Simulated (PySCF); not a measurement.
**Polarisability of `CC(/C=C/C#N)=[N+](C)C`**

C₇H₁₁N₂ (charge +1).
Cartesian coordinates in Å at the PBE0-D3(BJ)/def2-SVP level; atoms count from 1:
```
atom  x, y, z in Å
C1     0.4147   -1.6971   -1.4604
C2     0.3396   -0.5020   -0.5758
C3     1.5286    0.0483    0.0484
C4     2.7327   -0.5681    0.0603
C5     3.8691    0.0331    0.6620
N6     4.8017    0.5189    1.1513
N7    -0.8176    0.0862   -0.3911
C8    -2.0219   -0.3437   -1.0982
C9    -1.0308    1.1954    0.5389
H10    1.3761   -2.2110   -1.3742
H11    0.3032   -1.3940   -2.5155
H12   -0.3838   -2.4167   -1.2320
H13    1.4611    1.0313    0.5154
H14    2.8985   -1.5584   -0.3756
H15   -2.5321   -1.1386   -0.5307
H16   -1.7846   -0.7059   -2.1037
H17   -2.6988    0.5145   -1.1847
H18   -2.0449    1.1067    0.9479
H19   -0.9472    2.1570    0.0093
H20   -0.3247    1.1614    1.3736
```

Level: B3LYP/def2-SVPD (PySCF), static field, nuclei fixed, core orbitals frozen in the response. The polarisability tensor in these axes (au):

```
x   162.47  -2.54  21.74
y    -2.54  79.55  13.00
z    21.74  13.00  74.96
```

Problem. Give the principal values, the mean and the anisotropy Δα = √{½[(α1 − α2)² + (α2 − α3)² + (α1 − α3)²]}.

Solution. Principal values 60.61, 88.79 and 167.57 au; mean 105.66 au = 15.66 Å³ = 17.42 × 10⁻⁴⁰ C²·m²/J; Δα = 96.02 au (91 % of the mean).

Problem. Rayleigh depolarisation ratio (linearly polarised light, static tensor)?

Solution. ρ = 3Δα²/(45ᾱ² + 4Δα²) = 27661.2/(502363 + 36881.6) = 0.0513.

Problem. Form Σ f/ω² (atomic units) for the 6 lowest TDDFT singlets, given as eV and f, and set it beside the mean polarisability, which is this sum over all singlets: 4.35, 0.0004; 4.53, 0.6436; 5.16, 0.0028; 5.70, 0.1058; 6.17, 0.0027; 6.54, 0.0329.

Solution. They add up to 26.37 au, 25.0 % of the 105.66 au; the largest single term is 23.24 au, from the state at 4.53 eV. Terms in order: 0.02, 23.24, 0.08, 2.41, 0.05, 0.57 au. Higher excitations give the rest. The strengths listed sum to 0.788.

Problem. Directions of the eigenvectors, and the extent of the frame along each?

Solution. Largest value along (0.97, 0.01, 0.23), where the nuclei span 7.84 Å; middle along (-0.14, 0.82, 0.56), 4.67 Å; least along (-0.18, -0.57, 0.80), 1.96 Å. The response follows the extents in order.

The structure is a single PBE0-D3(BJ)/def2-SVP conformer in the gas phase; no vibrational or solvent corrections.
